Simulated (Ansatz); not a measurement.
`N[SiH](O)Cl` + `[OH]`• → `[NH][SiH](O)Cl`• + H₂O  (hydrogen abstraction from the N–H bond)

Computed with Ansatz on PBE0-D4/def2-TZVP structures; ΔE is electronic, products minus reactants. CBS: MP2 limit from def2 TZ/QZ plus the TZ coupled-cluster correction, frozen cores. This one scheme is used for every species. DFT in def2-TZVPP. Open shells (•) are unrestricted, without spin–orbit coupling. Each species was taken in one conformer, which may not be the lowest.

```csv
level,ΔE (kJ/mol)
BLYP-D4,-31.0
LC-ωPBE,-17.4
```

Q: What does CCSD(T)/CBS give? (Best estimate.)

A: Ansatz gave: -21.7 kJ/mol. The listed levels differ from it by -9.3, 4.3 kJ/mol.

Largest T1 diagnostic among the species: 0.012.

From r2SCAN to r2SCAN0 (25 % exact exchange), in def2-TZVPP and without D4, ΔE moves by +9.4 kJ/mol. Leaving LDA and LC-ωPBE aside and taking each functional with its dispersion term where it has one, the values, not all of them listed here, spread over 24.6 kJ/mol, from PBE-D4 to BHLYP-D4. LDA lies −9.4 kJ/mol from PBE without D4.
